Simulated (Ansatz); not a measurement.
Spectroscopic constants of PS, multiplicity 2 (the spin of the measured ground state). The T1 diagnostic near the minimum is 0.065, so single-reference values are doubtful.

Constants: fifth-degree fit in 1/R to seven points, most abundant isotopes. Runs in def2 and cc sets follow the lowest solution found near the PBE0 minimum.

Codes used: Ansatz (a quantum-chemistry and plane-wave program) with Gaussian orbitals. Values without a source in brackets are computed.

Energies at CAM-B3LYP/def2-TZVPP:

```json
[
 {"R (Å)": "1.759264", "E (hartree)": "-739.54592484"},
 {"R (Å)": "1.806556", "E (hartree)": "-739.55401156"},
 {"R (Å)": "1.850065", "E (hartree)": "-739.55769697"},
 {"R (Å)": "1.899248", "E (hartree)": "-739.55836272"},
 {"R (Å)": "1.948432", "E (hartree)": "-739.55605226"},
 {"R (Å)": "2.005182", "E (hartree)": "-739.55051217"},
 {"R (Å)": "2.071391", "E (hartree)": "-739.54117628"}
]
```

With a reduced mass of 15.7325 u, find the minimum, the force constant and the constants.

A fifth-degree polynomial in 1/R puts the minimum at r_e = 1.8842 Å with force constant 574 N/m. Then ω_e = (1/2πc)√(k/μ) = 787 cm⁻¹ and B_e = h/(8π²cμr_e²) = 0.3018 cm⁻¹; the cubic and quartic terms give α_e = 0.0014 and ω_e x_e = 2.5 cm⁻¹.
